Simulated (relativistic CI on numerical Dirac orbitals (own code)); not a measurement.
Os⁷⁺: O2,3 absorption edge

Computed with this model: Dirac-Coulomb-Breit CI, separate exchange-only KLI orbitals for each configuration, a model potential for QED, multiplet model of core-to-valence dipole absorption, unscaled Slater integrals; configurations [Xe] 4f14 5d → [Kr] 4d10 4f14 5s2 5p5 5d2; 300 K; Lorentzian 1 eV and Gaussian 0.3 eV FWHM. Energies are those of the free ion, without screening or charge transfer. The branching ratio is the share of the lower-energy edge in the whole absorption, uncertain by about 0.02 where the edges overlap. S is read from ⟨S²⟩ = S(S + 1).

Field parameters in Wybourne normalisation: Oh B⁴₀ = 21Dq, B⁴₄ = √(5/14) B⁴₀; Td as Oh with Dq negative (B⁴₀ = 21Dq, B⁴₄ = √(5/14) B⁴₀). The field is a parameter set, without covalency.

free ion: ground-state S = 0.50, centroid 63.99 eV. Peaks (eV, height): 53.5 (35), 56.2 (26), 62.0 (71), 64.5 (8), 66.8 (19), 70.8 (100).

Oh, 10Dq = 34000 cm⁻¹: ground-state S = 0.50, centroid 64.43 eV. Peaks (eV, height): 49.8 (9), 51.5 (10), 55.2 (42), 59.5 (27), 60.8 (48), 64.2 (45), 66.5 (25), 68.8 (72), 70.5 (100), 72.8 (35), 74.8 (18).

Td, 10Dq = -12850 cm⁻¹: ground-state S = 0.50, centroid 64.26 eV. Peaks (eV, height): 50.8 (8), 54.0 (49), 56.8 (21), 62.8 (66), 68.8 (76), 70.8 (100).

Strongest unbroadened transitions for free ion:

| Energy (eV) | Relative strength |
| --- | --- |
| 47.50 | 1.0 |
| 49.94 | 0.7 |
| 49.95 | 0.9 |
| 50.65 | 0.3 |
| 52.90 | 14.5 |
| 53.56 | 29.8 |
| 54.49 | 0.7 |
| 56.15 | 14.0 |
| 56.28 | 12.0 |
| 56.71 | 0.7 |
| 61.65 | 0.4 |
| 62.11 | 77.7 |
| 64.66 | 3.8 |
| 66.73 | 16.7 |
| 69.24 | 22.6 |
| 70.66 | 100.0 |
| 70.71 | 1.8 |
| 70.75 | 5.6 |
